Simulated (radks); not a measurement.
Results of a calculation; reference values are marked as such.
Task: Excited configurations of Mg3+: one electron is placed in a higher orbital outside [He] 2s2 2p4. The ground configuration is [He] 2s2 2p5. Code: a radial shooting solver on a logarithmic mesh with Libxc functionals. Model: Dirac Kohn-Sham, PBE, spin-unpolarised, spherical densities, finite nucleus; open shells fill j = l - 1/2 first; Fermi nuclear charge, rms radius 3.057 fm. Excitation = E - E(ground); binding = E(ion) - E, where the ion is the core of charge +4; n* = 4/sqrt(2 binding) in atomic units, and the quantum defect is n - n*.

| outer orbital | excitation (eV) | binding (eV) | n* | quantum defect | eigenvalue (eV) | <r> (bohr) |
|---|---|---|---|---|---|---|
| 3d3/2 | 86.593 | 25.544 | 2.919 | 0.081 | -21.228 | 2.405 |
| 4s1/2 | 91.730 | 20.407 | 3.266 | 0.734 | -18.146 | 4.060 |
| 4p1/2 | 94.172 | 17.965 | 3.481 | 0.519 | -15.867 | 4.379 |
| 5s1/2 | 100.02 | 12.117 | 4.239 | 0.761 | -10.862 | 6.835 |
| 5d3/2 | 102.63 | 9.509 | 4.785 | 0.215 | -8.427 | 7.962 |
| 5f5/2 | 103.21 | 8.925 | 4.939 | 0.061 | -7.822 | 7.731 |
| 7s1/2 | 106.43 | 5.712 | 6.174 | 0.826 | -5.170 | 14.57 |
| 7f5/2 | 107.48 | 4.654 | 6.839 | 0.161 | -4.172 | 16.39 |

Estimate the row for 5p1/2.

Result: excitation (eV) 101.15; binding (eV) 10.987; n* 4.451; quantum defect 0.549; eigenvalue (eV) -9.814; <r> (bohr) 7.308. The Delta-SCF ionisation energy is 112.14 eV (NIST Atomic Spectra Database: 109.27 eV, semi-empirical). Self-interaction in the functional shifts the binding energies and quantum defects, so they are the method's values and not measured ones. Spin polarisation and multiplet splitting are left out, so open shells lie too high by an amount that depends on their filling.

Beside tabulated values, note that spin-unpolarised runs miss the spin-polarisation part of the exchange energy of open shells.
